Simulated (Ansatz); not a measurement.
The same molecule with X = O, S, Se. Ansatz, PBE0-D4/def2-TZVP geometries, multiplicity 1. Each molecule was computed in one conformer, which needn't be the lowest.

Scalar relativity is left out up to krypton.

```csv
X,molecule,mean X–C bond length / Å,mean X–Ge bond length / Å,HOMO–LUMO gap (ωB97M-V/def2-TZVPP) / eV,HOMO–LUMO gap (PBE0/def2-TZVPP) / eV,HOMO energy (PBE0/def2-TZVPP) / eV
O,`C[O][GeH2][CH3]`,1.404,1.784,12.39,8.31,-7.58
Se,`[CH3][GeH2][Se]C`,1.957,2.351,10.37,6.45,-6.33
```

(1) Give the row for X = S, `C[S][GeH2][CH3]`. (Estimate.)

Answers

(1) Ansatz gave: 
| X | molecule | mean X–C bond length / Å | mean X–Ge bond length / Å | HOMO–LUMO gap (ωB97M-V/def2-TZVPP) / eV | HOMO–LUMO gap (PBE0/def2-TZVPP) / eV | HOMO energy (PBE0/def2-TZVPP) / eV |
| --- | --- | --- | --- | --- | --- | --- |
| S | `C[S][GeH2][CH3]` | 1.814 | 2.219 | 11.04 | 7.10 | -6.61 |

From O to Se the mean X–C bond length rises at each step, by 0.553 Å in all; the mean X–Ge bond length rises at each step, by 0.567 Å in all; the HOMO–LUMO gap (ωB97M-V/def2-TZVPP) falls at each step, by 2.02 eV in all; the HOMO–LUMO gap (PBE0/def2-TZVPP) falls at each step, by 1.86 eV in all; the HOMO energy (PBE0/def2-TZVPP) rises at each step, by 1.25 eV in all. Bonds lengthen as the atom grows down the group.

Spin–orbit coupling is left out; it splits and shifts lone-pair levels of the heavy atoms by tenths of an eV.
